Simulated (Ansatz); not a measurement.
Saddle point of GeH6SO2, singlet (GeH₄S ([SH][GeH3]) + H₂O₂ ([OH][OH]) → GeH₄O₂ ([OH][O][GeH3]) + H₂S; bonds formed: Ge1–O7, S2–H6; bonds broken: Ge1–S2, H6–O7), PBE0-D4/def2-TZVP structure:

Ge1  (-0.675, -0.900, -0.221)
S2  (2.032, -0.807, -0.107)
H3  (-0.487, -1.001, -1.738)
H4  (-0.583, -2.189, 0.599)
H5  (-2.085, -0.294, 0.018)
H6  (1.087, 0.594, 0.391)
O7  (0.040, 0.741, 0.699)
O8  (-0.573, 1.996, 0.427)
H9  (2.100, -0.395, -1.383)
H10  (-0.857, 2.256, 1.314)
(Å)

Energies are electronic, without zero-point energy. Barriers and step energies count from the start structure reached by relaxing down the imaginary mode; all methods use the PBE0-D4 structures, on which another method's saddle can fall below an end. Computed with Ansatz 0.2.0 (basis: def2-TZVPP, with def2-QZVPP for the basis limit); correlated methods freeze the cores. Filled d shells of the heavier atoms are correlated. The def2 sets are not built for correlating such inner shells, so the correlated values are less sure here. B3LYP uses VWN-RPA correlation. Extrapolation: Hartree–Fock as exp(−7.88 √X), correlation as X^−2.97.

| method | barrier (kJ/mol) | step energy (kJ/mol) |
| --- | --- | --- |
| SPW92 | ? | 40.3 |
| PBE-D4 | 111.7 | 36.7 |
| BLYP-D4 | ? | 24.7 |
| r2SCAN-D4 | 121.2 | 31.1 |
| B97M-V | 133.5 | 24.7 |
| PBE0-D4 | 132.7 | 39.8 |
| B3LYP-D4 | 134.4 | 28.2 |
| r2SCAN0-D4 | 137.5 | 35.6 |
| BHLYP-D4 | 155.3 | 29.3 |
| CAM-B3LYP-D4 | 141.9 | 24.9 |
| wB97X-V | 146.3 | 28.1 |
| wB97M-V | 141.7 | 30.6 |
| B2PLYP | ? | 25.4 |
| PBE-QIDH | 143.7 | 35.7 |
| RPA on PBE | 146.6 | 21.4 |
| HF | 195.1 | 21.4 |
| MP2 | 141.9 | 28.5 |
| CCSD | 158.7 | 26.1 |
| CCSD(T) | 147.5 | 26.6 |

(1) Fill in the withheld barriers. (Judge from chemistry; the value comes from the calculation.)

No T1 diagnostic of these runs exceeds 0.014.

## Answers

(1) Computed: BLYP-D4 117.6; SPW92 89.0; B2PLYP 140.3 kJ/mol. Each is the energy of the saddle less that of the start structure, by the same method.

For comparison, the barrier by CCSD(T) at an estimated basis limit (MP2 extrapolated from triple and quadruple zeta, plus CCSD(T) − MP2 in triple zeta) is 149.0 kJ/mol.

Labels in which every atom is bracketed show which atoms are joined, not bond orders.

For scale, one of the runs: CCSD(T)/def2-TZVPP, 236 basis functions, launched by `ansatz run in.yaml --threads 8 --pin off --events-out ev --progress --plain --max-ram 19148MiB`. Time: 22 s of wall clock on 8 CPU threads of an Intel Xeon 6975P-C; the host was shared. Peak host memory: 4.9 GiB.
